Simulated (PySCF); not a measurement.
# Telling isomers of C7H13OP apart by NMR

Level of theory: coordinates at the GFN2-xTB level, GIAO PBE0/pcSseg-1 shieldings, in PySCF (one conformer, no relativistic terms, no solvent, averaged over atoms made equivalent by symmetry, fast rotation or ring inversion).

δ = σ(ref) − σ, references computed at the same level: 1H (31.72 ppm), 13C (186.93 ppm) against TMS. Splittings of carbon signals by F and P are missing where no couplings were computed. Where no couplings were computed, multiplicities follow the n + 1 count of equivalent neighbours, and m marks all less simple cases (inequivalent or close neighbours, rings, F or P nearby). Shifts are as computed. Against solution values, carbons near 30 ppm lie about +3 ppm off and those near 130 ppm about +5 ppm. Of 1211 compounds with measured shifts, 218 miss one by over three times the rms of a fit or turn the order of signals round; such compounds aren't used in these exercises.

(1) Tabulate the signals of `C1CP(C2CC2)CCO1`, `C=C[P@@](C)(=O)C1CCC1` and their relative energies.

(2) What is the quickest way to tell C1CP(C2CC2)CCO1 from C=C[P@@](C)(=O)C1CCC1?

Results:

(1) 
```json
{"SMILES": "C1CP(C2CC2)CCO1", "carbon types": "1×CH 6×CH2", "δC": "70.4, 32.4, 16.1, 4.7", "δH": "3.93 (m, 4H), 1.69 (m, 4H), 0.69 (m, 2H), 0.46 (m, 1H), 0.31 (m, 2H)", "E rel. (kcal/mol)": "9.6"}
{"SMILES": "C=C[P@@](C)(=O)C1CCC1", "carbon types": "2×CH 4×CH2 1×CH3", "δC": "143.4, 141.6, 34.4, 19.3, 18.6, 18.5, 16.8", "δH": "6.81 (m, 1H), 6.54 (m, 1H), 6.05 (m, 1H), 2.73 (m, 1H), 2.50 (m, 1H), 2.22 (m, 1H), 2.20 (m, 1H), 1.99 (m, 1H), 1.94 (m, 1H), 1.78 (m, 1H), 1.14 (m, 3H)", "E rel. (kcal/mol)": "0.0"}
```

Energies are electronic energies at PBE0/pcSseg-1 on these geometries, without zero-point or thermal terms, each for the one conformer computed, which needn't be the lowest.

(2) Count the carbon signals: 4 against 7. The first has an sp3 CH2 bonded to O at 70.4 ppm, the second a terminal =CH2 carbon at 143.4 ppm. In the proton spectra the most deshielded non-exchanging signals are 3.93 (m, 4H) and 6.81 (m, 1H).
